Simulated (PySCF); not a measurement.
C3H9Si, SMILES C[Si](C)C, multiplicity 2. Atoms are numbered in the order given.

```xyz
13

Si     0.0000     0.0000     0.4283
C     -1.5498    -0.8948    -0.1771
C      1.5498    -0.8948    -0.1771
C      0.0000     1.7896    -0.1771
H     -1.5791    -0.9117    -1.2823
H     -1.5784    -1.9390     0.1731
H     -2.4684    -0.3975     0.1731
H      1.5784    -1.9390     0.1731
H      2.4684    -0.3975     0.1731
H      1.5791    -0.9117    -1.2823
H      0.8900     2.3365     0.1731
H     -0.8900     2.3365     0.1731
H      0.0000     1.8233    -1.2823
```
Charge 0, spin multiplicity 2.

Geometry: r2SCAN-D4/def2-SVP.

The numbers are results of PBE0/def2-TZVP (PySCF), not measurements.

ESP charges are fitted to the potential on shells at 1.4 to 2.0 van der Waals radii. Atomic charges (e):

| atom | ESP fit | Löwdin | Mulliken spin |
|---|---|---|---|
| Si1 | 0.34 | ___ | 0.90 |
| C2 | -0.65 | ___ | 0.00 |
| C3 | -0.65 | ___ | 0.00 |
| C4 | -0.83 | ___ | 0.00 |
| H5 | 0.21 | ___ | 0.03 |
| H6 | 0.17 | ___ | 0.00 |
| H7 | 0.17 | ___ | 0.00 |
| H8 | 0.17 | ___ | 0.00 |
| H9 | 0.17 | ___ | 0.00 |
| H10 | 0.21 | ___ | 0.03 |
| H11 | 0.22 | ___ | 0.00 |
| H12 | 0.22 | ___ | 0.00 |
| H13 | 0.25 | ___ | 0.03 |

Task: Complete the blanks. (The exact figures need the calculation; the answer reports its results.)

Result: 
- Si1, Löwdin: 0.26
- C2, Löwdin: -0.47
- C3, Löwdin: -0.47
- C4, Löwdin: -0.47
- H5, Löwdin: 0.13
- H6, Löwdin: 0.13
- H7, Löwdin: 0.13
- H8, Löwdin: 0.13
- H9, Löwdin: 0.13
- H10, Löwdin: 0.13
- H11, Löwdin: 0.13
- H12, Löwdin: 0.13
- H13, Löwdin: 0.13

Task: Give the Mayer and Wiberg (Löwdin basis) orders of the bonds. (Estimate from the structure and the level; the computed values follow.)

Result: 
```tsv
bond	Mayer	Wiberg
Si1–C2	0.98	1.24
Si1–C3	0.98	1.24
Si1–C4	0.98	1.24
C2–H5	0.94	0.90
C2–H6	0.95	0.91
C2–H7	0.95	0.91
C3–H8	0.95	0.91
C3–H9	0.95	0.91
C3–H10	0.94	0.90
C4–H11	0.95	0.91
C4–H12	0.95	0.91
C4–H13	0.94	0.90
```
